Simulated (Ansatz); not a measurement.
`[SiH3][SbH][Cl]` → Cl• + 4 H• + Sb• + Si•  (atomization)

Program: Ansatz. Geometries: PBE0-D4/def2-TZVP. ΔE: electronic, gas phase. CCSD(T)/CBS is the MP2 limit (def2-TZVPP, def2-QZVPP) plus CCSD(T) − MP2 in def2-TZVPP, frozen cores. This one scheme is used for every species, atoms too. Functionals use def2-TZVPP. Open shells (•) are unrestricted, without spin–orbit coupling. Spin–orbit coupling would lower the free atoms: a little for Cl, Si. Elements past krypton have def2 core potentials. For Sb outer-core shells are correlated without core-valence functions, so the limit isn't a true one: a few kJ/mol of doubt a bond, and 10 to 20 or more in all where bonds break to atoms.

`[SiH3][SbH][Cl]`:

Z-matrix (Å, degrees):
```
Si
Sb 1 2.585
H 1 1.483 2 110.4
H 1 1.485 2 108.3 3 120.7
H 1 1.489 2 108.7 3 -120.8
Cl 2 2.368 1 92.7 3 -48.1
H 2 1.714 1 90.0 3 46.3
```

(1) What is ΔE at CCSD(T)/CBS? (Estimate.)

(2) What do these levels give: revPBE-D4, PBE0-D4, B2PLYP, PBE, HF/def2-TZVPP, MP2/def2-QZVPP? (An estimate is asked.)

Largest T1 diagnostic among the species: 0.013.

Answers

(1) The calculation gave: +1780.1 kJ/mol.

(2) Computed: revPBE-D4 1735.5, PBE0-D4 1747.3, B2PLYP 1733.4, PBE 1750.2, HF/def2-TZVPP 1242.2, MP2/def2-QZVPP 1724.2 kJ/mol.

The D4 term adds +30.0 kJ/mol with B3LYP and +15.6 kJ/mol with PBE0; it sums over pairs of atoms, weighted by their polarisabilities, and B3LYP, whose exchange is more repulsive, gets the larger term. In def2-TZVPP, CCSD(T) changes the Hartree–Fock value by +465.5 kJ/mol (the triples alone add +26.7 kJ/mol) and MP2 by +438.1 kJ/mol; breaking electron pairs costs correlation energy, which Hartree–Fock lacks.

B3LYP here is the variant with VWN-RPA as its local correlation; programs differ in this.

For atomizations the MP2-based limit and the directly extrapolated one differ by several kJ/mol either way, and by 10 to 25 for some Ge, Se and Sn compounds, so smaller differences from it don't rank the levels.
